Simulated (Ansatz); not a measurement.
```yaml
crystal:
  periodic: [true, true, true]
  atoms:
    - {symbol: B, position_ang: [-0.636103, 1.159640, -0.581432]}
    - {symbol: C, position_ang: [-0.035704, -0.272484, -0.508401]}
    - {symbol: C, position_ang: [0.540941, -0.627747, 0.854025]}
    - {symbol: F, position_ang: [-0.942858, -1.268990, -0.879214]}
    - {symbol: H, position_ang: [-1.770901, 1.349280, -0.898075]}
    - {symbol: H, position_ang: [0.082283, 2.079992, -0.319987]}
    - {symbol: H, position_ang: [0.784134, -0.311000, -1.247306]}
    - {symbol: H, position_ang: [0.954336, -1.637585, 0.830794]}
    - {symbol: H, position_ang: [-0.228743, -0.592223, 1.627847]}
    - {symbol: H, position_ang: [1.335615, 0.069917, 1.124748]}
basis:
  gaussian: {orbitals: 6-31G}
hamiltonian: {xc: {name: wPBEh}}
output: {forces: true}
```

```sh
$ ansatz run in.yaml --threads 2 --pin off --events-out ev --progress --plain --max-ram 4352MiB
```

Shortened log:

```
Error: YAML parse error: error: line 2 column 3: crystal: missing field `lattice` (a structure is typed as `lattice` and `atoms`, a molecule's as `atoms` in Å alone, or read from a run's directory, `checkpoint`)
 --> <input>:2:3
1 | crystal:
2 |   periodic: [true, true, true]
3 |   atoms:
4 |     - {symbol: B, position_ang: [-0.636103, 1.159640, -0.581432]}
```

In this input the molecule is marked periodic without a cell. The input was rejected before any iteration.
